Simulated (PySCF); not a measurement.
Several species in one continuum solvent.

All values: wB97X-D/def2-SVPD (PySCF, non-relativistic), each on one gas-phase PBE0-D3(BJ)/def2-SVP geometry that isn't relaxed in the solvent. The solvent is an IEF-PCM continuum (van der Waals radii × 1.2). The model holds no explicit solvent molecules, cavitation or dispersion. Spin–orbit coupling is left out although an atom past zinc is present.

Question: Order them by E(solvent) − E(gas) in acetone (ε = 20.49), most negative first (kcal/mol).
A. `CC1=N[Se]C(F)=C1F`
B. `[CH2+]c1ccccc1C`
C. `[BH2:1][N:2]([BH2:3])[CH2:4][C:5]([F:6])([F:7])[F:8]` with B1–N2–C4–C5 -90°

Answer: B (-49.5), A (-3.4), C (-2.5).

```csv
SMILES,charge,ΔE (kcal/mol),polarisation term (kcal/mol),HOMO shift (eV),dipole gas (D),dipole solvent (D),atoms,"lowest singlet, gas (eV)","lowest singlet, solvent (eV)"
[CH2+]c1ccccc1C,1,-49.5,-49.9,+3.98,–,–,17,3.04,3.11
Cc1n[se]c(F)c1F,0,-3.4,-3.9,+0.07,0.39,0.33,11,4.73,4.78
BN(B)CC(F)(F)F,0,-2.5,-2.9,+0.20,1.83,2.34,14,6.29,6.30
```

The ion comes first with 49.5 kcal/mol, the neutral species gain 3.4 at most. The polarisation term is half the interaction of the solute with the induced surface charges. No dipole is given for ions, as it depends on the origin. Singlets are vertical TDDFT energies (frozen core, non-equilibrium response), the lowest in each medium.

wB97X-D is run here without its empirical dispersion term; that term would change no orbital, density or response property at a fixed geometry.
